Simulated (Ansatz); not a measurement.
CuSe5. Charge 0, multiplicity 4. Geometry PBE-D4/def2-SVP; atoms count from 1.

Cartesian coordinates in Å:
```
Cu -0.610 0.884 -0.228
Se 2.157 -0.319 -1.801
Se -2.076 0.467 1.583
Se 0.747 -1.072 0.281
Se 0.737 1.462 -2.087
Se -0.956 -1.421 2.253
```

At PBE0-D4/def2-SVP a doublet of charge 0 lies 0.80 eV below the quartet, each at its own geometry. The structure comes from a short search, and lower isomers may exist.

**Question.** Estimate the Mulliken populations from the PBE0/def2-SVP orbitals of Ansatz.

**Answer.** 
| atom | charge (e) | spin (α − β) | d electrons |
| --- | --- | --- | --- |
| Cu1 | 0.21 | 0.32 | 9.64 |
| Se2 | 0.00 | 0.55 | – |
| Se3 | -0.08 | 0.50 | – |
| Se4 | -0.06 | 0.59 | – |
| Se5 | -0.08 | 0.49 | – |
| Se6 | 0.00 | 0.55 | – |
Mulliken values depend strongly on the basis.

**Question.** Where does the spin sit?

**Answer.** Summed by element: Cu 0.32, Se 2.68, of 3 unpaired in all. Largest on single atoms: Se4 0.59, Se6 0.55, Se2 0.55.

**Question.** And the Mayer bond orders between heavy atoms (over 0.3)?

**Answer.** Cu1–Se3 0.73 (2.37 Å); Cu1–Se4 0.68 (2.43 Å); Cu1–Se5 0.73 (2.37 Å); Se2–Se4 0.65 (2.63 Å); Se2–Se5 1.42 (2.30 Å); Se3–Se6 1.42 (2.30 Å); Se4–Se6 0.64 (2.63 Å).
